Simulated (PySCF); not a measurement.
**Orbital levels and atomic charges**

System: C10H7F2N3 (cyanobenzene emitter), SMILES CN(C)c1c(C#N)cc(F)c(F)c1C#N.

Cartesian coordinates (Å):
```
  1 C    -2.219    0.893   -0.011
  2 N    -1.266   -0.186    0.094
  3 C    -1.855   -1.488    0.297
  4 C     0.070    0.002   -0.006
  5 C     0.945   -1.026   -0.451
  6 C     0.500   -2.281   -0.924
  7 N     0.229   -3.303   -1.369
  8 C     2.320   -0.823   -0.545
  9 C     2.874    0.400   -0.228
 10 F     4.198    0.588   -0.337
 11 C     2.051    1.429    0.207
 12 F     2.582    2.613    0.528
 13 C     0.673    1.244    0.335
 14 C    -0.036    2.319    0.919
 15 N    -0.536    3.208    1.443
 16 H    -3.099    0.522   -0.539
 17 H    -1.806    1.721   -0.584
 18 H    -2.532    1.266    0.968
 19 H    -2.729   -1.372    0.938
 20 H    -2.170   -1.950   -0.643
 21 H    -1.154   -2.154    0.798
 22 H     2.959   -1.622   -0.890
```

Method: PBE0/6-31G*, gas phase, PySCF, fitting set def2-universal-JFIT up to Ne and JKFIT beyond, grid level 1.

**Question.** Give the orbital energies near the gap.

**Answer.** 
```csv
orbital,eV
HOMO-4,-9.82
HOMO-3,-9.63
HOMO-2,-8.96
HOMO-1,-7.96
HOMO,-6.48
LUMO,-1.99
LUMO+1,-1.06
LUMO+2,0.32
LUMO+3,0.99
```

**Question.** Give the partial charges of the non-hydrogen atoms.

**Answer.** 
```tsv
atom	Mulliken	IAO	Hirshfeld
C1	-0.42	-0.31	-0.05
N2	-0.52	-0.15	-0.04
C3	-0.42	-0.31	-0.05
C4	0.42	0.15	0.07
C5	0.04	-0.10	-0.01
C6	0.13	0.13	0.07
N7	-0.35	-0.24	-0.22
C8	-0.24	-0.13	-0.03
C9	0.35	0.23	0.06
F10	-0.31	-0.24	-0.07
C11	0.37	0.31	0.10
F12	-0.28	-0.22	-0.05
C13	-0.09	-0.14	-0.02
C14	0.16	0.13	0.07
N15	-0.34	-0.23	-0.21
```
